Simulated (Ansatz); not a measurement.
```xyz
13

C    -1.370    0.009   -0.453
N     0.013    0.201   -0.067
C     0.522    1.517   -0.372
Hf    0.907   -1.357    0.784
F     2.679   -0.803    1.170
Cl   -0.314   -1.898    2.727
Cl    0.833   -3.141   -0.755
H    -2.031    0.712    0.068
H    -1.504    0.138   -1.534
H    -1.714   -1.003   -0.204
H     0.469    1.722   -1.448
H    -0.055    2.294    0.146
H     1.565    1.609   -0.061
```

Charge 0, multiplicity 1. Hf takes the def2 core potential.

(1) List the ωB97M-V/def2-TZVPP orbital energies in eV (Ansatz). (Estimate.)

Answers

(1) Ansatz gave: Occupied: -2771.64, -2771.64, -677.42, -394.94, -282.69, -282.54, -262.05, -262.05, -199.46, -199.46, -199.43, -199.43, -199.42, -199.42, -71.97, -40.92, -40.24, -40.19, -34.53, -28.18, -25.12, -24.95, -23.19, -20.23, -16.29, -15.91, -15.77, -15.36, -14.95, -14.83, -14.00, -13.46, -12.98, -12.53, -12.35, -12.05, -11.86, -11.60, -11.46, -9.47. Lowest empty: 0.99, 1.10, 1.53, 1.57, 1.85, 1.94, 3.08, 3.65.
